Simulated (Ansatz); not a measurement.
```yaml
crystal:
  periodic: [false, false, false]
  atoms:
    - {symbol: Si, position_ang: [-1.299002, 2.198516, -0.626181]}
    - {symbol: Al, position_ang: [0.047888, 0.200610, -0.207304]}
    - {symbol: C, position_ang: [0.269510, -1.252051, 1.092966]}
    - {symbol: Si, position_ang: [1.500953, -1.625237, -0.326264]}
    - {symbol: H, position_ang: [-2.531418, 1.792438, -1.360526]}
    - {symbol: H, position_ang: [-1.713002, 2.857230, 0.643696]}
    - {symbol: H, position_ang: [-0.572931, 3.195030, -1.458955]}
    - {symbol: H, position_ang: [0.779434, -0.896046, 1.996216]}
    - {symbol: H, position_ang: [-0.467546, -2.004255, 1.372085]}
    - {symbol: H, position_ang: [2.941734, -1.715222, 0.036488]}
    - {symbol: H, position_ang: [1.109880, -2.807914, -1.141721]}
basis:
  gaussian: {orbitals: x2c-TZVPPall, nuclear_model: gaussian}
hamiltonian: {xc: {name: wB97X-V}}
multiplicity: 3
```

```sh
$ ansatz run in.yaml --threads 2 --pin off --events-out ev --progress --plain --max-ram 4352MiB
```

It prints (some lines left out):

```
Error: YAML parse error: error: line 18 column 1: unknown field `multiplicity`, expected one of crystal, accuracy, basis, kpoints, hamiltonian, magnetization, projection, total_charge, correlation, batch, efield, external_charges, scf, relax, neb, saddle, md, ramp, phonons, dielectric, real_time, elastic, magnetic_configurations, gw, evaluate, workflow, output, checkpoint, execution
16 |   gaussian: {orbitals: x2c-TZVPPall, nuclear_model: gaussian}
17 | hamiltonian: {xc: {name: wB97X-V}}
18 | multiplicity: 3
```

(1) What is wrong with this run?

Results:

(1) The input holds a key that doesn't belong there. The input was rejected before any iteration.
